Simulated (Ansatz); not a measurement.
One change: `FC(Cl)C(F)(F)F` becomes `[F][SnH2][O]C(F)(F)F`.

Ansatz, PBE0-D4/def2-TZVP geometries, multiplicity 1. Each molecule was computed in one conformer, which needn't be the lowest.

Elements past krypton have def2 core potentials.

```csv
property,`FC(Cl)C(F)(F)F`
LUMO energy (PBE0/def2-TZVPP) / eV,0.16
size of the dipole moment (ωB97M-V/def2-TZVPP) / D,1.40
LUMO energy (B3LYP/def2-TZVPP) / eV,-0.17
HOMO–LUMO gap (ωB97M-V/def2-TZVPP) / eV,14.16
LUMO energy (PBE/def2-TZVPP) / eV,-0.98
HOMO energy (B3LYP/def2-TZVPP) / eV,-9.23
```

Task: What does the change do to each property? (Estimate.)

Result: Computed: 
```
                                          property  `[F][SnH2][O]C(F)(F)F`  shift
                LUMO energy (PBE0/def2-TZVPP) / eV                   -1.18  -1.34
size of the dipole moment (ωB97M-V/def2-TZVPP) / D                    4.06   2.66
               LUMO energy (B3LYP/def2-TZVPP) / eV                   -1.55  -1.38
           HOMO–LUMO gap (ωB97M-V/def2-TZVPP) / eV                   12.99  -1.17
                 LUMO energy (PBE/def2-TZVPP) / eV                   -2.16  -1.18
               HOMO energy (B3LYP/def2-TZVPP) / eV                   -9.84  -0.61
```

With PBE0 the HOMO falls by 0.64 eV and the LUMO falls by 1.34 eV, so the gap narrows by about 0.70 eV. PBE moves the HOMO by -0.33 eV and ωB97M-V by -0.66 eV. Dipoles are sizes alone; their direction can turn.

B3LYP here is the variant with VWN-RPA as its local correlation; programs differ in this.
